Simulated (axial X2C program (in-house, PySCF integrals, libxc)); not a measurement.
**InTe⁻: from Re and ωe to a spectrum**

A bond curve at the CCSD(T) level, with spin–orbit coupling, was computed with an in-house relativistic program for diatomic molecules (basis Te dyall-acv3z [12s13p9d5f1g], In dyall-acv3z [12s13p10d5f1g] (cores contracted in-house)) for the state Ω = 0 (closed shell). Its fit gives Re = 2.6919 Å, ωe = 199.5 cm⁻¹, ωexe = 0.361 cm⁻¹ and αe = 9.667e-05 cm⁻¹; the masses are 129.9062 and 114.9039 u. Two-component means X2C with spin–orbit coupling and atomic mean-field Coulomb and Gaunt terms.

Correlated methods: 10 electrons correlated (number of frozen shells: Te 4 s, 3 p, 2 d; In 4 s, 3 p, 2 d), 372 virtual spin orbitals or spinors in MP2, 90 natural virtuals in coupled cluster.

**Question.** Find the reduced mass, Be and the force constant.

**Answer.** From the CCSD(T) values: μ = 60.9727 u. Be = 16.8576/(μ Re²) = 0.03815 cm⁻¹. k = 5.8918×10⁻⁷ μ ωe² = 1.43 mdyn/Å.

**Question.** Where do the fundamental and the first overtone lie?

**Answer.** ν(1←0) = ωe − 2ωexe = 198.8 cm⁻¹; ν(2←0) = 2ωe − 6ωexe = 396.8 cm⁻¹.

**Question.** A Morse curve ties αe to the other constants (Pekeris). How well does that hold?

**Answer.** αe(Morse) = 6Be²/ωe × (√(ωexe/Be) − 1) = 9.089e-05 cm⁻¹; the CCSD(T) curve gives 9.667e-05 cm⁻¹, a ratio of 0.94.

**Question.** Estimate De from a Morse curve and compare with the computed well depth of 2.806 eV to Te- + In.

**Answer.** De(Morse) = ωe²/(4ωexe) = 3.417 eV against 2.806 eV computed, a ratio of 1.22. The extrapolation overshoots: the well softens faster than a Morse curve, or the lowest atomic limit lies below the one to which the curve heads.

**Question.** Give B0, the J = 1←0 line in GHz and the most populated J at 300 K (kT = 208.5 cm⁻¹).

**Answer.** B0 = Be − αe/2 = 0.03811 cm⁻¹; 2B0 = 2.285 GHz; J(max) ≈ √(kT/2B0) − 1/2 = 51.8, so J = 52.

One determinant describes the state; a PBE0 search over occupations chose it and may have missed a lower one. Dissociation energies refer to the lowest single-determinant-based atoms at the same level and basis. Coupled cluster ran in a truncated set of natural virtual spinors; the MP2 energy of the rest was added. (T) has no such correction and the atoms are truncated less, which lowers De at CCSD(T) by a hundredth of an eV or more. With the outer-core shells frozen, correlated bond lengths of heavy atoms tend to come out a few hundredths of an ångström too long.
